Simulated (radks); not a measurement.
Lu21+, 50 electrons, occupied as [Kr] 4d10 4f4.

All-electron calculation, Dirac Kohn-Sham, PBE, spin-unpolarised, spherical densities, finite nucleus; open shells fill j = l - 1/2 first; Fermi nuclear charge, rms radius 5.37 fm. Program: a radial shooting solver on a logarithmic mesh with Libxc functionals.

Energy parts (hartree):
total: -14405.7880
kinetic: 16073.0537
electron-nucleus: -34697.1316
Hartree: 4497.3565
exchange-correlation: -279.0666

Orbitals (lengths in bohr, moments of r in powers of bohr):
\begin{tabular}{lrrr}
orbital & occ. & eigenvalue (hartree) & <r> \\ \hline
1s1/2 & 2 & -2342.336 & 0.01932 \\
2s1/2 & 2 & -416.6981 & 0.08126 \\
2p1/2 & 2 & -398.7454 & 0.06742 \\
2p3/2 & 4 & -357.6951 & 0.07504 \\
3s1/2 & 2 & -111.5529 & 0.2119 \\
3p1/2 & 2 & -103.6145 & 0.2018 \\
3p3/2 & 4 & -94.83618 & 0.2158 \\
3d3/2 & 4 & -81.34678 & 0.1896 \\
3d5/2 & 6 & -79.43359 & 0.1939 \\
4s1/2 & 2 & -38.61379 & 0.4620 \\
4p1/2 & 2 & -35.32674 & 0.4650 \\
4p3/2 & 4 & -33.10892 & 0.4916 \\
4d3/2 & 4 & -27.65988 & 0.4966 \\
4d5/2 & 6 & -27.22157 & 0.5047 \\
4f5/2 & 4 & -20.44455 & 0.5022 \\
4f7/2 & 0 & -20.34627 & 0.5057 \\
\end{tabular}

The highest occupied level is 4f5/2 at -556.32 eV. The density falls to 0.001 e/bohr^3 at r = 1.46 bohr. The electron density at the nucleus is 1.111e+06 e/bohr^3. For comparison, the ionisation energy in NIST's Atomic Spectra Database is 600 eV (theoretical). In exact Kohn-Sham theory the highest level is minus the ionisation energy, but local and semilocal functionals leave it too shallow, through self-interaction and a potential that decays too fast; potentials with the right tail come closer. Summed over all electrons, <r^2> = 7.021 bohr^2, which gives a Langevin (diamagnetic) susceptibility term of -5.56 x 10^-6 cm^3/mol.

Beside tabulated values, note that spin-unpolarised runs miss the spin-polarisation part of the exchange energy of open shells.
